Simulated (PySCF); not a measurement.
Polarisability and C₆ of F⁸⁺ (fluorine, charge +8)

1s1, 2S determinant. Calculation: PySCF 2.14, in an even-tempered Gaussian basis (17 s from 2.9 bohr⁻², ratio 2.2; 7 p from 4.5 bohr⁻², ratio 2.4; 4 d from 14 bohr⁻², ratio 2.4; 3 f from 20 bohr⁻², ratio 2.4; 3 g from 31 bohr⁻², ratio 2.4); scalar relativity by spin-free X2C-1e. Coupled (time-dependent) response in atomic units; α is the mean over directions.

```tsv
method	mean α (bohr³)	C₆ (like pair)	S(−4)
UHF	0.0006828	1.213e-05	6.132e-07
```

S(−4) is the Cauchy moment in α(ω) = α(0) + S(−4) ω² + …

α(iu) at UHF:

| u (hartree) | α(iu) (bohr³) |
| --- | --- |
| 0 | 0.0006828 |
| 3.00 | 0.0006773 |
| 6.00 | 0.0006614 |
| 12.0 | 0.0006054 |
| 18.0 | 0.0005317 |
| 24.0 | 0.0004559 |
| 30.0 | 0.0003867 |
| 45.0 | 0.0002567 |
| 60.0 | 0.0001768 |
| 90.0 | 9.521e-05 |
| 150 | 3.924e-05 |

For a non-relativistic one-electron ion the exact value is 9/(2Z⁴) = 0.0006859 bohr³; Hartree-Fock is exact here up to the basis and relativity.

For an ion, C₆ is the dispersion term alone; charge-induced terms of lower order in 1/R come first.
